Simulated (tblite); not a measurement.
Species: C6H9O3 (doublet state).
Numbering: `[CH3:1]/[C:2]=[CH:3]/[O:4][CH2:5][CH2:6][C:7](=[O:8])[OH:9]` (hydrogens: H10, H11, H12 on C1; H13 on C3; H14, H15 on C5; H16, H17 on C6; H18 on O9)

Computed geometry: GFN2-xTB, gas phase. This method treats the open shell by occupation alone, without spin polarisation.

Question: What internal coordinates does the optimisation give?

Answer: 
| bond | length (Å) |
| --- | --- |
| C1–C2 | 1.454 |
| C2=C3 | 1.299 |
| C3–O4 | 1.369 |
| O4–C5 | 1.411 |
| C5–C6 | 1.525 |
| C6–C7 | 1.512 |
| C7=O8 | 1.200 |
| C7–O9 | 1.337 |
| C1–H10, C1–H11, C1–H12 | 1.093 |
| C3–H13 | 1.096 |
| C5–H14, C5–H15 | 1.099 |
| C6–H16, C6–H17 | 1.090 |
| O9–H18 | 0.971 |

Bonds in one row agree within 0.01 Å and their mean is given. A selection of angles:
| angle | degrees |
| --- | --- |
| C1–C2–C3 | 141.9 |
| C2–C3–O4 | 127.1 |
| C3–O4–C5 | 114.6 |
| O4–C5–C6 | 108.1 |
| C5–C6–C7 | 110.3 |
| C6–C7–O8 | 125.3 |
| C6–C7–O9 | 111.9 |
| O8–C7–O9 | 122.8 |
| H18–O9–C7 | 110.6 |

Torsions: C1–C2–C3–O4 -179° (antiperiplanar); C2–C3–O4–C5 -1° (synperiplanar); C3–O4–C5–C6 172° (antiperiplanar); O4–C5–C6–C7 -72° (synclinal); C5–C6–C7–O8 -45° (synclinal); H18–O9–C7–C6 180° (antiperiplanar). The mirror-image conformer, all signs reversed, is as good.

O4 (oxygen bonded to 2 C) is bent (angle 114.6°). C3 (carbon bonded to C, O and H) is planar (angles 127.1°, 124.4° and 108.5°, sum 360.0°, 0.00 Å off the plane of its three neighbours). C7 (carbon bonded to C and 2 O) is planar (angles 125.3°, 122.8° and 111.9°, sum 360.0°, 0.01 Å off the plane of its three neighbours). The C–O distances run from 1.200 Å (C7=O8, drawn double) to 1.411 Å (O4–C5, drawn single), a spread of 0.211 Å. O9 (oxygen bonded to C and H) is bent (angle 110.6°). Of the pairs four or more bonds apart, C2···H15 is among the closest relative to their van der Waals radii: 2.60 Å, 90 % of the sum of Bondi's values. The C–C distances run from 1.299 Å (C2=C3, drawn double) to 1.525 Å (C5–C6, drawn single), a spread of 0.226 Å.

Point group: C1 (no symmetry element, even within 0.4 Å). Its GFN2-xTB frequencies are all real (lowest 19 cm⁻¹). Torsions: C2–C3–O4–C5 -1°, C3–O4–C5–C6 172°, O4–C5–C6–C7 -72°, C5–C6–C7–O8 -45°, C6–C7–O9–H 180°. 3 starts were optimised and ended at 0.00, 2.39 and 4.16 kcal/mol (GFN2-xTB); the lowest of these is shown.
